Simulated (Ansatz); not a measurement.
An input meant for Ca₃⁻ (charge -1, doublet).

```yaml
crystal:
  periodic: [false, false, false]
  atoms:
    - {symbol: Ca, position_ang: [-0.084114, -0.020585, 4.034686]}
    - {symbol: Ca, position_ang: [-2.270462, 2.631772, -2.052124]}
    - {symbol: Ca, position_ang: [2.354576, -2.611187, -1.982562]}
basis:
  gaussian: {orbitals: 6-31G, nuclear_model: gaussian}
total_charge: -1
magnetization: {spin_polarized: true, initial_magnetization: 1}
hamiltonian: {xc: {name: r2SCAN0}}
scf: {omitted_lower_state_checks: [starts]}
output: {forces: true}
```

```sh
$ ansatz run in.yaml --threads 4 --pin off --events-out ev --progress --plain --max-ram 3916MiB
```

Output, abridged:

```
Functional definition: r2SCAN0
900 factors; integrals over basis functions are off by at most 4.3e-4 eV
mean field evaluation 1: about -55305.3825 eV, gradient 1.9e0 eV
mean field evaluation 2: about -55305.4235 eV, gradient 1.4e0 eV
mean field evaluation 4: about -55305.5258 eV, gradient 4.0e-1 eV
mean field evaluation 8: about -55305.5355 eV, gradient 2.7e-2 eV
mean field evaluation 16: about -55305.5357 eV, gradient 4.4e-4 eV
mean field evaluation 32: about -55305.5357 eV, gradient 8.3e-6 eV
mean field -55305.53565297 eV, -2032.4409478080 hartree, gradient 7.4e-7 eV, S^2 0.778436; 0 other end points of the search recorded, 0 dependent functions left out
reference -55305.53570582 eV, -2032.4409497504 hartree; 31, 30 occupied and 56, 57 virtual orbitals, 900 factors
Total energy: -55305.53570582 eV, -2032.4409497504 hartree
Atom 0 at    -0.084114    -0.020585     4.034686 Å, force     0.001908     0.000468    -0.091583 eV/Å
Atom 1 at    -2.270462     2.631772    -2.052124 Å, force     0.051505    -0.059702     0.046582 eV/Å
Atom 2 at     2.354576    -2.611187    -1.982562 Å, force    -0.053413     0.059234     0.045001 eV/Å
Dipole moment:     0.000015    -0.000010    -0.000272 e Å
Checks for a lower state left out: starts
```

Question: Something in this input is off. What?

Answer: The coordinates are in bohr but typed as ångström. The calculation finished and met its thresholds. The result belongs to that input, not to the species as meant. The highest occupied level of an anion often lies above zero with these methods, and sets without diffuse functions describe the outer electron poorly.
